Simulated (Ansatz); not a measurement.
## A geometry optimisation of CH2SiSn with PBE0-D3(BJ)/def2-SVP

The starting geometry of this gas-phase singlet was optimised with GFN2-xTB.

```json
{"atom": "C", "x (Å)": "-1.0029", "y (Å)": "0.5139", "z (Å)": "0.1579"}
{"atom": "Si", "x (Å)": "-0.2476", "y (Å)": "0.2286", "z (Å)": "1.7217"}
{"atom": "Sn", "x (Å)": "0.5716", "y (Å)": "0.3217", "z (Å)": "-1.3142"}
{"atom": "H", "x (Å)": "1.9123", "y (Å)": "-0.0657", "z (Å)": "-0.0423"}
{"atom": "H", "x (Å)": "-2.0350", "y (Å)": "0.7403", "z (Å)": "-0.0700"}
```

Task: Predict what becomes of its bonds when it is optimised with PBE0-D3(BJ)/def2-SVP.

Result: New bonds form, giving a structure with H4 bridging Sn3 and Si2, given below by its coordinates. Contacts that close: Si2–Sn3 (3.15 → 2.83 Å), Si2–H4 (2.80 → 1.69 Å).

The energy falls by 0.67 eV over 10 steps:

| step | E − E(last) (eV) |
| --- | --- |
| 1 | 0.671 |
| 2 | 0.432 |
| 3 | 0.198 |
| 4 | 0.043 |
| 5 | 0.015 |
| 6 | 0.011 |
| 7 | 0.004 |
| 8 | 0.000 |
| 9 | 0.000 |
| 10 | 0.000 |

Final geometry (Å):

```yaml
atoms:
  - { symbol: C, position_ang: [-0.9418, 0.5103, 0.0476] }
  - { symbol: Si, position_ang: [0.1449, 0.1716, 1.4155] }
  - { symbol: Sn, position_ang: [0.5451, 0.3313, -1.3842] }
  - { symbol: H, position_ang: [1.4610, -0.0060, 0.3718] }
  - { symbol: H, position_ang: [-2.0107, 0.7314, 0.0025] }
```

Frequencies at the end are all real (lowest 315 cm⁻¹). Atoms past krypton carry core potentials, without spin–orbit terms. Run with Ansatz 0.2.0, 36 s on 1 thread of Arm Neoverse N1, with other jobs on the host.
